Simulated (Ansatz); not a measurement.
The first iterations of a band of FH3OSi + H4OSi (12 atoms, charge 0, multiplicity 1).

The calculation used Ansatz, RKS PBE0-D4/def2-SVP.

```
movable images  : 3
climbing image  : no
spring          : 5.0 eV/Å²
optimiser       : quadratic models (default)
start path      : through a guess of the saddle point
force threshold : 0.05 eV/Å
iteration limit : 60
end points      : relaxed
```

Image 0:

```xyz
12
Properties=species:S:1:pos:R:3
Si -2.197 0.290 -0.561
F -1.223 -0.519 -1.616
H -3.428 0.685 -1.285
H -2.463 -0.687 0.529
O -1.412 1.644 -0.079
H 0.552 -0.197 -0.850
O 0.927 0.230 -0.064
Si 2.160 -0.564 0.749
H -0.488 1.463 0.173
H 2.476 0.285 1.928
H 1.727 -1.922 1.194
H 3.368 -0.707 -0.118
```

Image 4:

```xyz
12
Properties=species:S:1:pos:R:3
Si -1.151 0.608 -0.303
F -1.215 -2.236 -1.373
H -1.168 0.908 -1.751
H -2.410 0.017 0.216
O -0.778 2.034 0.457
H -0.584 -1.843 -0.803
O 0.076 -0.501 0.025
Si 1.693 -0.302 0.441
H -0.939 2.094 1.403
H 1.797 0.256 1.820
H 2.314 -1.653 0.390
H 2.366 0.616 -0.522
```

| iteration | highest image above the first end (eV) | largest band force component (eV/Å) |
| --- | --- | --- |
| 1 | 3.807 | 10.606 |
| 2 | 1.651 | 3.592 |
| 3 | 1.645 | 2.959 |
| 4 | 1.869 | 2.354 |
| 5 | 1.479 | 1.857 |
| 6 | 0.903 | 3.166 |

Q: Does the band converge within its limit, and where does its top end?

A: The forces met the threshold. It ended after 19 iterations with the highest image 0.511 eV above the first end. No image climbed, so the highest image needn't sit at the top of the path. A band with more images between the same ends climbed to 1.08 eV, so this one has probably stepped over the top. So few images can step over the top or miss a turn of the path. The orbitals stay closed-shell, which can raise the energy where a bond breaks towards radicals; this wasn't checked here.

The run took 2.2 min on 2 threads of Intel(R) Xeon(R) 6975P-C (Granite Rapids), on a shared host, peak memory 0.29 GiB.
